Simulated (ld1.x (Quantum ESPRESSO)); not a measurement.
## PBE PAW dataset for Li (Z = 3), non-relativistic all-electron reference.

ld1.x (Quantum ESPRESSO) 7.5 input, shortened:

```
&input
   title='Li', zed=3., rel=0, dft='PBE', iswitch=3,
   config='[He] 2s0 2p0'
 /
 &inputp
   pseudotype=3, lpaw=.true., tm=.true., lloc=-1, rcloc=2.35,
   nlcc=.false.,
   which_augfun='BESSEL', rmatch_augfun=1.05
 /
4
1S  1  0   2.00   0.00  1.05  1.15  0.0
2S  2  0   0.00   0.00  1.05  1.15  0.0
2P  2  1   0.00   0.00  3.25  4.35  0.0
2P  2  1   0.00   5.52  3.25  4.35  0.0
 &test
   configts(1)='1s2 2s0 2p0'
 /
```

(1) Estimate the cutoffs (Ry, on a coarse ladder) from which the occupation-weighted sum of valence levels, in a spherical-Bessel basis at the reference potential, stays within 10 and 1 mRy of its value at 400 Ry.

(2) Does the potential have ghost states?

(3) Is the overlap operator S = 1 + Σ q|β⟩⟨β| positive definite (Bessel basis up to 400 Ry)?

Answers

(1) 35 Ry and 45 Ry. The cutoffs count occupied waves only; the empty 2s level needs 50 Ry at the loose tolerance.

(2) No extra level below or beside the all-electron valence levels (s, p, d, f tested).

(3) Yes: its lowest eigenvalue is 0.14 (p channel).

Its largest configuration-test error is -84 meV (1s2 2s0 2p1). Test run stopped at test 4 of 4 (negative rho).
